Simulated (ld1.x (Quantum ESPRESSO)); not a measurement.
# Which change was made? (Ge, RRKJ)

- Element: Ge (Z = 32)
- Generator: ld1.x (Quantum ESPRESSO) 7.5
- Type: norm-conserving RRKJ (Kleinman–Bylander form)
- Functional: LDA (PZ)
- Relativity: scalar-relativistic
- Frozen core: [Ar] 3d10
- Valence charge: 4
- Reference configuration: 4s2 4p2
- Partial waves: 4p (bound): rc 2.10 bohr; 4s (bound): rc 1.40 bohr
- Local potential: the s channel
- Core correction: Bessel-smoothed model core inside 0.85 bohr
- rho0: 0.01

Cutoffs, loose and tight: the cutoffs (Ry, on a coarse ladder) from which the occupation-weighted sum of valence levels, in a spherical-Bessel basis at the reference potential, stays within 10 and 1 mRy of its value at 400 Ry. They do not see the model core or the augmentation charge, which bear on the density cutoff. Test errors are all-electron minus pseudo excitation energies from the reference, over the configurations 4s2 4p1; 4s2 4p0; 4s1 4p0; 4s1 4p2; 4s0 4p4; 4s1 4p3; 4s2 4p2.3 (two spin-polarised tests are not counted in the largest error); variants that change the core or the reference have their own tests.

The base gives: outcome: generated; cutoff, loose: 35 Ry; cutoff, tight: 80 Ry; bound ghosts: none; largest test error (meV): -235.

**Question.** After one change the result is: outcome: generated; cutoff, loose: 160 Ry; cutoff, tight: 260 Ry; bound ghosts: s; largest test error (meV): 8 of 9 tests not solved or not reliable. Which change was it?
A. local potential all-electron potential smoothed inside 1.60 bohr (lloc = -2)
B. wave 4p (bound): rc 2.10 bohr becomes 4p (bound): rc 1.54 bohr
C. all radii but the core radius scaled by about 0.76 (s 1.06, p 1.60 bohr)
D. core [Ne] 3s2, valence charge 20; reference 3p6 3d10 4s2 4p0; waves now 4s (bound): rc 1.55 bohr; 3p (bound): rc 0.95 bohr; 3d (bound): rc 1.20 bohr; local potential all-electron potential smoothed inside 1.30 bohr (lloc = -1); core correction none
E. type PAW; waves now 4s (bound): rcut 1.20, rcutus 1.40 bohr; 4s channel at -0.55 Ry: rcut 1.20, rcutus 1.40 bohr; 4p (bound): rcut 1.85, rcutus 2.10 bohr; 4p channel at 1.55 Ry: rcut 1.85, rcutus 2.10 bohr; local potential all-electron potential smoothed inside 1.90 bohr (lloc = -1); augmentation BG, radius 1.25 bohr; rho0 0

**Answer.** D. The others give: local potential all-electron potential smoothed inside 1.60 bohr (lloc = -2) → outcome: failed: compute_chi: n is too large | wave 4p (bound): rc 2.10 bohr becomes 4p (bound): rc 1.54 bohr → outcome: generated; cutoff, loose: 40 Ry; cutoff, tight: 80 Ry; bound ghosts: p; largest test error (meV): -261 | type PAW; waves now 4s (bound): rcut 1.20, rcutus 1.40 bohr; 4s channel at -0.55 Ry: rcut 1.20, rcutus 1.40 bohr; 4p (bound): rcut 1.85, rcutus 2.10 bohr; 4p channel at 1.55 Ry: rcut 1.85, rcutus 2.10 bohr; local potential all-electron potential smoothed inside 1.90 bohr (lloc = -1); augmentation BG, radius 1.25 bohr; rho0 0 → outcome: failed: new_paw_hamiltonian: negative rho | all radii but the core radius scaled by about 0.76 (s 1.06, p 1.60 bohr) → outcome: generated; cutoff, loose: 180 Ry; cutoff, tight: 300 Ry; bound ghosts: p; largest test error (meV): -159.
